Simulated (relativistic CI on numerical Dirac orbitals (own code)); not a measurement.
## Crystal-field levels of Os5+, 5d3

Calculated by Dirac-Coulomb-Breit CI, KLI orbitals optimised for each configuration, model QED (radiative potential, 1s self-energy scaled to tabulated hydrogen-like ionisation energies), valence Slater integrals scaled by 0.85, one configuration in a parametric crystal field (own radial code).

Field parameters in Wybourne normalisation: Oh B⁴₀ = 21Dq, B⁴₄ = √(5/14) B⁴₀. The field is a parameter set, without covalency.

S is read from ⟨S²⟩ = S(S + 1).

Levels (cm⁻¹, degeneracy): 0 (4), 14569 (4), 16286 (4), 17431 (2), 27175 (2), 28785 (4), 41599 (2), 42577 (4), 43400 (4), 44443 (2), 49964 (2), 52083 (4).

(1) Which field gives this pattern?
A. Oh, 10Dq = 18000 cm⁻¹
B. Oh, 10Dq = 41950 cm⁻¹
C. Oh, 10Dq = 33950 cm⁻¹
D. Oh, 10Dq = 25950 cm⁻¹

Answers

(1) B. Oh, 10Dq = 41950 cm⁻¹, ground level with S = 1.46.
